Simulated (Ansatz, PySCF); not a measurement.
Si(Me)(OH)(NH2)2 (CH8N2OSi), SMILES N[Si](C)(N)O. Atoms are numbered in the order given.

```xyz
13

C      1.5152    -0.0369     1.0648
Si    -0.0071     0.0109    -0.0107
N     -1.3815    -0.1319     1.0210
N     -0.2408    -1.2332    -1.1903
O      0.1715     1.4335    -0.8768
H      2.4256     0.0414     0.4513
H      1.5655    -0.9713     1.6438
H      1.5243     0.8068     1.7733
H     -2.3120    -0.1997     0.6250
H     -1.3983     0.3428     1.9158
H     -0.4929    -2.1646    -0.8798
H      0.3729    -1.2750    -1.9959
H     -0.5171     1.5837    -1.5313
```

Coordinates come from a PBE0-D3(BJ)/def2-SVP optimisation. The values are those of a single conformer.

Two levels are set side by side: PBE-D3(BJ)/def2-SVP (Ansatz, a first-principles code) and PBE0-D3(BJ)/def2-SVP (Ansatz). Each level has its own optimised geometry; the coordinates shown are those of the second. Frequencies come from the Hessian of PySCF at each geometry. Differences are taken from unrounded values.

```csv
quantity,PBE0-D3(BJ),PBE-D3(BJ),PBE-D3(BJ) minus PBE0-D3(BJ)
mean bond length (Å),1.276,1.287,0.011
bond C1–Si2 (Å),1.864,1.877,0.012
bond Si2–N3 (Å),1.724,1.740,0.016
bond Si2–N4 (Å),1.730,1.746,0.015
bond Si2–O5 (Å),1.675,1.692,0.017
bond C1–H6 (Å),1.101,1.108,0.008
bond C1–H7 (Å),1.100,1.108,0.008
bond C1–H8 (Å),1.102,1.110,0.008
bond N3–H9 (Å),1.014,1.023,0.010
bond N3–H10 (Å),1.013,1.023,0.010
bond N4–H11 (Å),1.014,1.023,0.010
bond N4–H12 (Å),1.014,1.023,0.009
bond O5–H13 (Å),0.962,0.974,0.012
highest harmonic wavenumber (cm⁻¹),3925,3751,-175
mean harmonic wavenumber (cm⁻¹),1386,1342,-44
zero-point energy (kcal/mol),65.40,63.32,-2.08
```

GGA bonds tend to be longer and softer than those of functionals with exact exchange. Differences between two approximate levels are no errors against the true value.
